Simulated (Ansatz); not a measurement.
Born–Oppenheimer molecular dynamics of FH7O3Si (12 atoms, charge 0, multiplicity 1). It starts from a rough guess of a transition structure, not a stationary point.

Level of theory: UKS r2SCAN-D4/STO-3G (Ansatz).

| Property | Result |
| --- | --- |
| ensemble | NVE (velocity Verlet) |
| time step | 0.5 fs |
| steps asked | 106 |
| starting velocities drawn for | 100 K |
| seed | 797483 |

Frames 1 fs apart, positions in Å, forces in eV/Å.

Velocities at 5.0 fs (Å/ps):

```
Si 6.70 -4.82 5.35
O -2.16 0.26 -3.11
H -17.90 -7.33 -13.10
H 6.34 -9.65 -10.90
O -1.37 6.30 -0.70
H -16.52 -12.30 -12.89
F -1.08 -0.60 2.65
H -6.94 1.94 -12.31
O -6.45 4.49 -4.32
H 17.33 2.46 -11.63
H 22.95 -30.54 -12.05
H -13.18 25.67 2.79
```

```xyz
12
Properties=species:S:1:pos:R:3:forces:R:3 time_fs=5.0 energy_less_start_eV=-0.370 T=384
Si -1.033 0.249 -0.682 3.07 -2.61 1.65
O -0.557 -0.800 0.988 0.68 1.78 0.71
H -0.560 -0.506 -1.842 -0.25 -0.04 -0.09
H -2.407 -0.212 -0.538 -0.06 0.16 0.09
O -1.350 1.843 -0.545 0.67 3.91 -0.11
H 1.593 -0.056 0.040 -0.42 0.43 -0.58
F 0.881 0.761 -0.563 -0.56 -0.85 0.71
H 0.692 -1.005 0.963 -0.11 0.03 0.19
O 1.946 -0.941 0.752 -1.30 -1.28 -1.62
H -0.702 -0.168 1.876 0.52 -1.47 -2.80
H -0.505 2.488 -0.683 -1.47 -2.14 0.23
H 2.130 -1.750 0.051 -0.75 2.08 1.62
12
Properties=species:S:1:pos:R:3:forces:R:3 time_fs=6.0 energy_less_start_eV=-0.663 T=607
Si -1.026 0.244 -0.676 2.60 -2.37 1.38
O -0.559 -0.799 0.985 0.84 1.42 0.16
H -0.580 -0.514 -1.855 -0.14 0.09 0.10
H -2.401 -0.221 -0.548 -0.05 0.17 0.17
O -1.351 1.851 -0.546 0.64 3.03 -0.14
H 1.575 -0.066 0.025 -0.21 0.50 -0.35
F 0.880 0.761 -0.560 -0.71 -0.79 0.55
H 0.684 -1.003 0.952 -0.03 -0.02 0.27
O 1.939 -0.937 0.747 -1.61 -0.41 -1.05
H -0.682 -0.172 1.852 0.34 -1.07 -2.20
H -0.489 2.448 -0.694 -1.19 -1.61 0.23
H 2.113 -1.715 0.061 -0.48 1.06 0.90
12
Properties=species:S:1:pos:R:3:forces:R:3 time_fs=7.0 energy_less_start_eV=-0.898 T=786
Si -1.018 0.238 -0.670 1.95 -2.07 1.15
O -0.561 -0.797 0.983 1.11 0.45 -1.27
H -0.600 -0.520 -1.868 -0.01 0.21 0.26
H -2.395 -0.228 -0.557 -0.02 0.18 0.24
O -1.352 1.860 -0.546 0.08 1.64 -0.07
H 1.554 -0.071 0.006 0.05 0.45 -0.01
F 0.879 0.759 -0.557 -0.87 -0.67 0.35
H 0.677 -1.002 0.943 0.10 -0.08 0.31
O 1.931 -0.933 0.742 -2.14 1.24 0.12
H -0.659 -0.186 1.807 0.05 -0.03 -0.71
H -0.484 2.393 -0.703 -0.26 -0.62 0.10
H 2.092 -1.671 0.079 -0.04 -0.70 -0.48
12
Properties=species:S:1:pos:R:3:forces:R:3 time_fs=8.0 energy_less_start_eV=-0.858 T=758
Si -1.009 0.231 -0.664 1.18 -1.77 0.97
O -0.562 -0.795 0.979 1.38 -1.03 -3.31
H -0.620 -0.525 -1.877 0.14 0.30 0.38
H -2.390 -0.234 -0.564 0.03 0.16 0.32
O -1.353 1.870 -0.547 -0.80 0.15 0.10
H 1.535 -0.072 -0.013 0.31 0.33 0.35
F 0.877 0.758 -0.554 -1.03 -0.47 0.13
H 0.670 -1.000 0.938 0.25 -0.13 0.30
O 1.922 -0.928 0.737 -2.64 2.93 1.41
H -0.636 -0.200 1.755 -0.25 1.54 1.43
H -0.481 2.331 -0.711 1.04 0.49 -0.12
H 2.071 -1.634 0.092 0.39 -2.51 -1.96
12
Properties=species:S:1:pos:R:3:forces:R:3 time_fs=9.0 energy_less_start_eV=-0.766 T=692
Si -1.000 0.224 -0.657 0.40 -1.46 0.81
O -0.561 -0.794 0.973 1.45 -2.10 -4.60
H -0.639 -0.526 -1.884 0.30 0.34 0.43
H -2.384 -0.237 -0.567 0.06 0.13 0.38
O -1.354 1.881 -0.548 -1.22 -0.87 0.20
H 1.518 -0.070 -0.028 0.53 0.18 0.63
F 0.874 0.756 -0.551 -1.17 -0.23 -0.09
H 0.666 -1.000 0.935 0.37 -0.18 0.24
O 1.911 -0.922 0.732 -2.68 3.20 1.61
H -0.615 -0.200 1.717 -0.41 2.68 2.89
H -0.469 2.274 -0.720 1.88 1.21 -0.27
H 2.053 -1.619 0.088 0.50 -2.91 -2.23
12
Properties=species:S:1:pos:R:3:forces:R:3 time_fs=10.0 energy_less_start_eV=-0.920 T=806
Si -0.991 0.216 -0.650 -0.32 -1.10 0.67
O -0.561 -0.794 0.965 1.25 -1.60 -3.68
H -0.656 -0.525 -1.886 0.45 0.31 0.40
H -2.378 -0.240 -0.567 0.07 0.09 0.42
O -1.356 1.890 -0.549 -0.42 -1.18 0.07
H 1.506 -0.067 -0.038 0.67 0.06 0.77
F 0.871 0.754 -0.547 -1.26 0.02 -0.28
H 0.665 -1.002 0.934 0.43 -0.19 0.17
O 1.899 -0.913 0.728 -2.18 1.67 0.38
H -0.598 -0.175 1.706 -0.36 2.16 2.21
H -0.439 2.229 -0.731 1.43 1.28 -0.18
H 2.040 -1.631 0.063 0.23 -1.53 -0.95
12
Properties=species:S:1:pos:R:3:forces:R:3 time_fs=11.0 energy_less_start_eV=-1.048 T=903
Si -0.982 0.208 -0.642 -0.91 -0.64 0.54
O -0.559 -0.795 0.955 1.01 0.00 -1.40
H -0.667 -0.520 -1.884 0.57 0.24 0.31
H -2.371 -0.242 -0.563 0.05 0.04 0.45
O -1.358 1.899 -0.549 1.24 -1.14 -0.24
H 1.500 -0.062 -0.040 0.69 0.03 0.75
F 0.867 0.752 -0.544 -1.27 0.21 -0.43
H 0.668 -1.006 0.935 0.39 -0.16 0.10
O 1.885 -0.904 0.725 -1.43 -0.36 -1.10
H -0.584 -0.130 1.714 -0.27 0.46 0.23
H -0.396 2.195 -0.744 0.05 1.02 0.10
H 2.029 -1.658 0.029 -0.11 0.29 0.69
12
Properties=species:S:1:pos:R:3:forces:R:3 time_fs=12.0 energy_less_start_eV=-0.929 T=814
Si -0.973 0.199 -0.635 -1.38 -0.11 0.43
O -0.557 -0.796 0.943 0.87 1.40 0.58
H -0.674 -0.513 -1.880 0.65 0.13 0.18
H -2.364 -0.243 -0.554 0.02 -0.01 0.44
O -1.359 1.908 -0.550 2.78 -1.16 -0.53
H 1.501 -0.057 -0.035 0.58 0.11 0.59
F 0.863 0.751 -0.541 -1.20 0.34 -0.51
H 0.675 -1.011 0.937 0.22 -0.09 0.05
O 1.871 -0.895 0.721 -0.70 -1.88 -1.95
H -0.573 -0.080 1.725 -0.21 -1.09 -1.42
H -0.353 2.171 -0.756 -1.31 0.81 0.38
H 2.017 -1.683 0.001 -0.32 1.55 1.75
12
Properties=species:S:1:pos:R:3:forces:R:3 time_fs=13.0 energy_less_start_eV=-0.754 T=681
Si -0.964 0.191 -0.627 -1.73 0.45 0.33
O -0.554 -0.796 0.932 0.82 2.12 1.70
H -0.674 -0.505 -1.874 0.69 0.00 0.02
H -2.357 -0.245 -0.542 -0.01 -0.06 0.41
O -1.359 1.916 -0.551 3.70 -1.35 -0.69
H 1.508 -0.051 -0.025 0.36 0.28 0.34
F 0.858 0.749 -0.538 -1.06 0.40 -0.52
H 0.684 -1.017 0.940 -0.04 0.00 0.01
O 1.856 -0.887 0.716 -0.06 -2.69 -2.05
H -0.564 -0.041 1.723 -0.21 -1.96 -2.20
H -0.322 2.155 -0.765 -2.10 0.74 0.54
H 2.002 -1.692 -0.010 -0.37 2.07 2.11
12
Properties=species:S:1:pos:R:3:forces:R:3 time_fs=14.0 energy_less_start_eV=-0.745 T=674
Si -0.956 0.182 -0.620 -1.98 0.98 0.21
O -0.550 -0.795 0.922 0.84 2.17 2.05
H -0.668 -0.497 -1.867 0.68 -0.12 -0.11
H -2.349 -0.247 -0.525 -0.04 -0.09 0.35
O -1.357 1.923 -0.553 3.91 -1.66 -0.71
H 1.518 -0.043 -0.011 0.07 0.47 0.05
F 0.852 0.748 -0.536 -0.87 0.45 -0.49
H 0.692 -1.023 0.942 -0.32 0.12 -0.03
O 1.841 -0.881 0.710 0.43 -2.81 -1.49
H -0.556 -0.020 1.700 -0.22 -2.17 -2.20
H -0.310 2.147 -0.768 -2.24 0.79 0.56
H 1.983 -1.683 -0.001 -0.26 1.87 1.81
12
Properties=species:S:1:pos:R:3:forces:R:3 time_fs=15.0 energy_less_start_eV=-0.895 T=787
Si -0.949 0.174 -0.612 -2.14 1.42 0.01
O -0.547 -0.792 0.913 0.86 1.59 1.71
H -0.655 -0.491 -1.862 0.61 -0.21 -0.18
H -2.342 -0.250 -0.505 -0.06 -0.10 0.26
O -1.352 1.929 -0.555 3.42 -2.06 -0.57
H 1.528 -0.029 0.003 -0.20 0.57 -0.19
F 0.846 0.746 -0.534 -0.68 0.54 -0.45
H 0.698 -1.028 0.945 -0.54 0.25 -0.07
O 1.826 -0.876 0.702 0.69 -2.07 -0.28
H -0.551 -0.019 1.657 -0.24 -1.70 -1.49
H -0.320 2.145 -0.766 -1.72 0.92 0.44
H 1.962 -1.656 0.024 0.01 0.86 0.81
12
Properties=species:S:1:pos:R:3:forces:R:3 time_fs=16.0 energy_less_start_eV=-0.972 T=843
Si -0.943 0.167 -0.604 -2.22 1.77 -0.30
O -0.542 -0.789 0.905 0.86 0.25 0.63
H -0.636 -0.486 -1.858 0.48 -0.26 -0.16
H -2.336 -0.254 -0.483 -0.06 -0.10 0.16
O -1.345 1.933 -0.557 2.21 -2.54 -0.29
H 1.537 -0.011 0.015 -0.41 0.50 -0.32
F 0.840 0.745 -0.532 -0.49 0.67 -0.41
H 0.698 -1.030 0.946 -0.62 0.36 -0.12
O 1.812 -0.873 0.695 0.66 -0.42 1.50
H -0.549 -0.034 1.600 -0.28 -0.42 -0.01
H -0.346 2.153 -0.760 -0.56 1.12 0.18
H 1.941 -1.621 0.057 0.42 -0.94 -0.85
```

Of the whole run (53 fs, mean temperature of the second half 620 K): The conserved energy stayed within 0.93 meV per atom of its start (net change -0.31 meV per atom), so the integration is sound. The system heated up, since it started high on the potential surface and ran downhill. A run of 0.053 ps of so small a system gives no equilibrium averages. The orbitals stay closed-shell, which can raise the energy where a bond breaks towards radicals; this wasn't checked here. Limits of this set-up: minimal basis.

The run took 12 min on 1 thread of Arm Neoverse V2, on a shared host, peak memory 0.19 GiB.
